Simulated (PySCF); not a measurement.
Frontier orbitals and the lowest excitations

Compound: C4H9FSSi.
Z-matrix (Å and degrees, GFN2-xTB geometry), rows numbered from 1:
```
C 
S   1  1.8207
Si  2  2.1391  1   98.82
C   3  1.9157  2  118.99  1   -87.33
C   4  1.5416  3   90.62  2  -122.37
C   5  1.5348  4  100.21  3    13.37
F   6  1.3819  3  116.17  2  -117.86
H   1  1.0844  2  109.62  3    62.55
H   1  1.0843  2  106.69  3  -178.26
H   1  1.0847  2  109.74  3   -59.14
H   3  1.4596  2  110.11  1    51.95
H   4  1.0870  3  118.86  2   120.03
H   4  1.0895  3  113.99  2    -8.40
H   5  1.0884  4  114.15  3   135.53
H   5  1.0888  4  111.08  3  -101.34
H   6  1.0920  3  117.62  2     9.07
```

Method used: PySCF, TDDFT PBE0/def2-SVPD, vertical, gas phase, core orbitals frozen in the response.

Kohn–Sham orbitals with the atoms that hold most of them (Löwdin shares over 4%, at most four atoms; ? is withheld):

```
orbital  ε (eV)                             atoms
 LUMO+2    0.55  Si3 20%, S2 18%, C4 10%, H11 10%
 LUMO+1    0.41    Si3 20%, S2 18%, C6 11%, C1 9%
   LUMO   -0.28   S2 30%, Si3 21%, C1 11%, H11 7%
   HOMO       ?                                 ?
 HOMO-1   -7.89                                 ?
 HOMO-2   -8.38    S2 32%, C4 18%, Si3 16%, C5 7%
 HOMO-3   -9.04  S2 32%, Si3 16%, H11 11%, C4 10%
```

Q: Which atoms hold the HOMO-1, and with what shares?

A: C6 (bonded to C, F, Si and H) 29%; F7 (bonded to C) 21%; Si3 (bonded to 2 C, S and H) 18%; C5 (bonded to 2 C and 2 H) 8%. By element: carbon 37% or more, fluorine 21%, silicon 18%.

Q: Give the leading atoms of the HOMO.

A: S2 (bonded to C and Si) 65%; C1 (bonded to S and 3 H) 9%; Si3 (bonded to 2 C, S and H) 8%; C4 (bonded to C, Si and 2 H) 7%. By element: sulfur 65%, carbon 16% or more, silicon 8%.

Q: What is the HOMO energy, and the HOMO–LUMO gap?

A: ε(HOMO) = -6.94 eV; the gap is 6.66 eV (0.2447 hartree).

Q: The HOMO–LUMO gap is 6.66 eV. Where does the response calculation put the lowest singlet, and from which orbitals?

A: S1 is at 5.27 eV (f = 0.013), 1.39 eV below the gap, made of HOMO→LUMO (94%). Without the coupling terms of the response equations the lowest excitation would equal the gap.

Q: One configuration dominates each of S1, S2 and S4. Which, and how do the shares of the two leading atoms of either orbital change from the occupied to the empty one?

A: 
- S1 (5.27 eV, f 0.013), HOMO→LUMO (94%): S2 65% → 30%, C1 9% → 11%, Si3 8% → 21%
- S2 (6.04 eV, f 0.011), HOMO→LUMO+1 (94%): S2 65% → 18%, C1 9% → 9%, Si3 8% → 20%
- S4 (6.46 eV, f 0.016), HOMO-1→LUMO (87%): C6 29% → at most 7%, F7 21% → at most 7%, S2 at most 8% → 30%, Si3 18% → 21%

Löwdin shares depend on the basis, the more so with diffuse functions.

One conformer stands for the species.
